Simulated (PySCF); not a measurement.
Isomers of C7H10F3P, mass 182.047 u with the commonest isotopes. Level of theory: PBE0/pcSseg-1 in PySCF (dipole) on a GFN2-xTB geometry, gas phase. One conformer each, none proved a minimum here; rigid rotors.

Problem. Order these by out-of-plane moment Σ m c² = (Ia + Ib − Ic)/2, largest first.
A. `[CH2:1]=[CH:2][P:3]([CH2:4][CH2:5][CH3:6])[C:7]([F:8])=[C:9]([F:10])[F:11]` with C1–C2–P3–C4 125°, C2–P3–C4–C5 -77°, P3–C4–C5–C6 -176°, C2–P3–C7–F8 -125°
B. `[CH3:1][C:2]#[C:3][P:4]([CH:5]([CH3:6])[CH3:7])[C:8]([F:9])([F:10])[F:11]` with C3–P4–C5–C6 68°
C. `[CH3:1][P:2]([C:3]1=[CH:4][CH2:5][CH2:6][CH2:7]1)[C:8]([F:9])([F:10])[F:11]` with C1–P2–C3–C4 29°, C3–C4–C5–C6 -14°, C4–C5–C6–C7 21°, C5–C6–C7–C3 -20°, P2–C3–C7–C6 -163°
D. `[CH:1]#[C:2][CH2:3][P:4]([CH2:5][CH2:6][CH3:7])[C:8]([F:9])([F:10])[F:11]` with C2–C3–P4–C5 -73°, C3–P4–C5–C6 -176°, P4–C5–C6–C7 -177°
E. `[CH3:1][C:2]#[C:3][P:4]([CH3:5])[CH2:6][CH2:7][C:8]([F:9])([F:10])[F:11]` with C3–P4–C6–C7 72°, P4–C6–C7–C8 -178°
F. `[CH2:1]=[CH:2]/[C:3]([CH3:4])=[P:5]/[CH2:6][CH2:7][C:8]([F:9])([F:10])[F:11]` with C1–C2–C3–C4 -3°, C3–P5–C6–C7 77°, P5–C6–C7–C8 -178°
G. `[F:1][C:2]([F:3])([F:4])[CH2:5][CH2:6][P:7]1[CH2:8][CH:9]=[CH:10][CH2:11]1` with C2–C5–C6–P7 179°, C5–C6–P7–C8 85°, C6–P7–C8–C9 80°, P7–C8–C9–C10 13°, C9–C10–C11–P7 -13°, C6–P7–C11–C10 -82°
H. `[CH2:1]=[CH:2][P:3]([CH2:4][C:5]([F:6])([F:7])[F:8])[CH:9]1[CH2:10][CH2:11]1` with C1–C2–P3–C4 136°, C2–P3–C4–C5 -78°, C2–P3–C9–C10 101°

Solution. G (114.61 u·Å²), C (85.00 u·Å²), B (75.27 u·Å²), E (74.38 u·Å²), D (71.49 u·Å²), H (67.73 u·Å²), F (63.50 u·Å²), A (36.17 u·Å²).

Problem. Order these by rotational constant C, smallest first.
A. `[CH2:1]=[CH:2][P:3]([CH2:4][C:5]([F:6])([F:7])[F:8])[CH:9]1[CH2:10][CH2:11]1` with C1–C2–P3–C4 136°, C2–P3–C4–C5 -78°, C2–P3–C9–C10 101°
B. `[CH3:1][C:2]#[C:3][P:4]([CH:5]([CH3:6])[CH3:7])[C:8]([F:9])([F:10])[F:11]` with C3–P4–C5–C6 68°
C. `[CH2:1]=[CH:2]/[C:3]([CH3:4])=[P:5]/[CH2:6][CH2:7][C:8]([F:9])([F:10])[F:11]` with C1–C2–C3–C4 -3°, C3–P5–C6–C7 77°, P5–C6–C7–C8 -178°
D. `[CH2:1]=[CH:2][P:3]([CH2:4][CH2:5][CH3:6])[C:7]([F:8])=[C:9]([F:10])[F:11]` with C1–C2–P3–C4 125°, C2–P3–C4–C5 -77°, P3–C4–C5–C6 -176°, C2–P3–C7–F8 -125°
E. `[CH3:1][P:2]([C:3]1=[CH:4][CH2:5][CH2:6][CH2:7]1)[C:8]([F:9])([F:10])[F:11]` with C1–P2–C3–C4 29°, C3–C4–C5–C6 -14°, C4–C5–C6–C7 21°, C5–C6–C7–C3 -20°, P2–C3–C7–C6 -163°
F. `[CH3:1][C:2]#[C:3][P:4]([CH3:5])[CH2:6][CH2:7][C:8]([F:9])([F:10])[F:11]` with C3–P4–C6–C7 72°, P4–C6–C7–C8 -178°

Solution. C (357.6 MHz), F (379.6 MHz), D (425.7 MHz), A (486.6 MHz), B (526.9 MHz), E (571.0 MHz).

Problem. Order these by rotational constant B, smallest first.
A. `[CH3:1][P:2]([C:3]1=[CH:4][CH2:5][CH2:6][CH2:7]1)[C:8]([F:9])([F:10])[F:11]` with C1–P2–C3–C4 29°, C3–C4–C5–C6 -14°, C4–C5–C6–C7 21°, C5–C6–C7–C3 -20°, P2–C3–C7–C6 -163°
B. `[CH2:1]=[CH:2][P:3]([CH2:4][CH2:5][CH3:6])[C:7]([F:8])=[C:9]([F:10])[F:11]` with C1–C2–P3–C4 125°, C2–P3–C4–C5 -77°, P3–C4–C5–C6 -176°, C2–P3–C7–F8 -125°
C. `[CH2:1]=[CH:2]/[C:3]([CH3:4])=[P:5]/[CH2:6][CH2:7][C:8]([F:9])([F:10])[F:11]` with C1–C2–C3–C4 -3°, C3–P5–C6–C7 77°, P5–C6–C7–C8 -178°
D. `[F:1][C:2]([F:3])([F:4])[CH2:5][CH2:6][P:7]1[CH2:8][CH:9]=[CH:10][CH2:11]1` with C2–C5–C6–P7 179°, C5–C6–P7–C8 85°, C6–P7–C8–C9 80°, P7–C8–C9–C10 13°, C9–C10–C11–P7 -13°, C6–P7–C11–C10 -82°
E. `[CH3:1][C:2]#[C:3][P:4]([CH3:5])[CH2:6][CH2:7][C:8]([F:9])([F:10])[F:11]` with C3–P4–C6–C7 72°, P4–C6–C7–C8 -178°
F. `[CH2:1]=[CH:2][P:3]([CH2:4][C:5]([F:6])([F:7])[F:8])[CH:9]1[CH2:10][CH2:11]1` with C1–C2–P3–C4 136°, C2–P3–C4–C5 -78°, C2–P3–C9–C10 101°
G. `[CH3:1][C:2]#[C:3][P:4]([CH:5]([CH3:6])[CH3:7])[C:8]([F:9])([F:10])[F:11]` with C3–P4–C5–C6 68°

Solution. C (387.4 MHz), D (438.4 MHz), E (471.8 MHz), B (550.7 MHz), F (607.5 MHz), A (672.2 MHz), G (804.9 MHz).

```json
{"SMILES": "C=C/C(C)=P/CCC(F)(F)F", "point group": "C1", "Ia (u·Å²)": "235.94", "Ib (u·Å²)": "1304.45", "Ic (u·Å²)": "1413.38", "κ": "-0.97", "μa (D)": "1.89", "μb (D)": "0.89", "μc (D)": "0.11"}
{"SMILES": "C=CP(CCC)C(F)=C(F)F", "point group": "C1", "Ia (u·Å²)": "341.62", "Ib (u·Å²)": "917.76", "Ic (u·Å²)": "1187.04", "κ": "-0.76", "μa (D)": "1.96", "μb (D)": "1.00", "μc (D)": "0.79"}
{"SMILES": "FC(F)(F)CCP1CC=CC1", "point group": "C1", "Ia (u·Å²)": "248.76", "Ib (u·Å²)": "1152.74", "Ic (u·Å²)": "1172.28", "κ": "-0.99", "μa (D)": "2.43", "μb (D)": "0.36", "μc (D)": "0.17"}
{"SMILES": "CC#CP(C)CCC(F)(F)F", "point group": "C1", "Ia (u·Å²)": "409.18", "Ib (u·Å²)": "1071.08", "Ic (u·Å²)": "1331.50", "κ": "-0.78", "μa (D)": "2.68", "μb (D)": "0.41", "μc (D)": "0.54"}
{"SMILES": "CC#CP(C(C)C)C(F)(F)F", "point group": "C1", "Ia (u·Å²)": "481.74", "Ib (u·Å²)": "627.87", "Ic (u·Å²)": "959.08", "κ": "0.06", "μa (D)": "1.86", "μb (D)": "2.22", "μc (D)": "0.77"}
{"SMILES": "C=CP(CC(F)(F)F)C1CC1", "point group": "C1", "Ia (u·Å²)": "342.18", "Ib (u·Å²)": "831.95", "Ic (u·Å²)": "1038.66", "κ": "-0.76", "μa (D)": "2.68", "μb (D)": "0.16", "μc (D)": "1.60"}
{"SMILES": "C#CCP(CCC)C(F)(F)F", "point group": "C1", "Ia (u·Å²)": "553.01", "Ib (u·Å²)": "619.31", "Ic (u·Å²)": "1029.33", "κ": "0.54", "μa (D)": "1.25", "μb (D)": "1.56", "μc (D)": "0.55"}
{"SMILES": "CP(C1=CCCC1)C(F)(F)F", "point group": "C1", "Ia (u·Å²)": "303.27", "Ib (u·Å²)": "751.80", "Ic (u·Å²)": "885.07", "κ": "-0.82", "μa (D)": "2.13", "μb (D)": "1.51", "μc (D)": "0.37"}
```
